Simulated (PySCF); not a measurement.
Species: 4-bromo-1-butene, C₄H₇Br.
Bonds: C1–C2 (double), C2–C3, C3–C4, C4–Br5. Hydrogens: H6, H7 on C1; H8 on C2; H9, H10 on C3; H11, H12 on C4.

Method used: PySCF 2.14.0, PBE0-D3(BJ)/def2-TZVP geometry optimisation, gas phase.

Q: List the bond lengths, angles and torsions at this level.

A: 
| bond | length (bohr) | order |
| --- | --- | --- |
| C1=C2 | 2.504 | double |
| C2–C3 | 2.825 | single |
| C3–C4 | 2.863 | single |
| C4–Br5 | 3.679 | single |
| C1–H6 | 2.052 | single |
| C1–H7 | 2.048 | single |
| C2–H8 | 2.058 | single |
| C3–H9, C3–H10 | 2.067 | single |
| C4–H11, C4–H12 | 2.057 | single |

Bonds in one row agree within 0.02 bohr and their mean is given. Orders are formal, as drawn. A selection of angles:
| angle | degrees |
| --- | --- |
| C2–C1–H6 | 121.5 |
| C2–C1–H7 | 121.5 |
| H6–C1–H7 | 117.0 |
| C1–C2–C3 | 124.6 |
| C1–C2–H8 | 119.1 |
| C3–C2–H8 | 116.2 |
| C2–C3–C4 | 110.3 |
| C2–C3–H9 | 110.2 |
| C4–C3–H9 | 109.0 |
| H9–C3–H10 | 107.4 |
| C3–C4–Br5 | 111.6 |
| C3–C4–H11 | 111.7 |
| Br5–C4–H11 | 106.1 |
| H11–C4–H12 | 109.3 |

Torsions: C1–C2–C3–C4 -114° (anticlinal); C2–C3–C4–Br5 -178° (antiperiplanar). The mirror-image conformer, all signs reversed, is as good.

Of the pairs four or more bonds apart, H6···H10 is among the closest relative to their van der Waals radii: 2.44 Å, 102 % of the sum of Bondi's values. The 3 C–C bonds span 1.325 Å (C1=C2, drawn double) to 1.515 Å (C3–C4, drawn single), a spread of 0.190 Å.

Point group: C1 (no symmetry element, even within 0.4 Å). Stationary, but not proved a minimum. One conformer, not necessarily the lowest.
